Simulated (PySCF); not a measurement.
Species, as SMILES: F[SiH] (F-SiH) (closed-shell singlet).
Geometry (B3LYP-D3(BJ)/def2-TZVP, fixed):
```xyz
3

Si    -0.2468    -0.3148     0.4521
H     -0.9813    -1.2112    -0.5591
F      0.4929     0.6243    -0.6411
```

How fast the lowest singlet excitation energy converges with the basis for several methods (PySCF): deviation from each method's own reference, in eV. References: CAM-B3LYP 3.070 eV, the value in aug-pcseg-3; PBE 2.956 eV, the value in aug-pcseg-3; PBE0 3.068 eV, the value in aug-pcseg-3. All functions are spherical. Density fitting with generated auxiliary sets. No added dispersion term, no relativity. Tamm-Dancoff approximation, the state taken by its order.

```
basis              functions  CAM-B3LYP     PBE        PBE0
-----------------  ---------  ---------  ------  ----------
6-31G**                   37      0.052   0.030  (withheld)
cc-pV(D+d)Z               42      0.042   0.025  (withheld)
6-311G**                  50      0.027   0.011  (withheld)
def2-SVPD                 55      0.011   0.019  (withheld)
aug-cc-pV(D+d)Z           64     -0.019  -0.018  (withheld)
6-311++G(2d,2p)           72      0.010   0.004  (withheld)
def2-TZVP                 74      0.019   0.020  (withheld)
def2-TZVPP                87      0.017   0.017  (withheld)
def2-TZVPD                92      0.008   0.013  (withheld)
6-311++G(3df,3pd)        104     -0.001   0.000  (withheld)
aug-cc-pV(T+d)Z          124     -0.003  -0.002  (withheld)
def2-QZVPP               157      0.006   0.008  (withheld)
```

Problem. What belongs in the gaps?

Solution. 
- 6-31G**, PBE0: 0.054
- cc-pV(D+d)Z, PBE0: 0.037
- 6-311G**, PBE0: 0.028
- def2-SVPD, PBE0: 0.011
- aug-cc-pV(D+d)Z, PBE0: -0.018
- 6-311++G(2d,2p), PBE0: 0.004
- def2-TZVP, PBE0: 0.020
- def2-TZVPP, PBE0: 0.017
- def2-TZVPD, PBE0: 0.009
- 6-311++G(3df,3pd), PBE0: -0.002
- aug-cc-pV(T+d)Z, PBE0: -0.003
- def2-QZVPP, PBE0: 0.007

Mean absolute deviation over 6-311G**, 6-311++G(2d,2p), def2-TZVP, def2-TZVPP, def2-TZVPD, 6-311++G(3df,3pd), aug-cc-pV(T+d)Z: PBE 0.010, PBE0 0.012, CAM-B3LYP 0.012 eV.
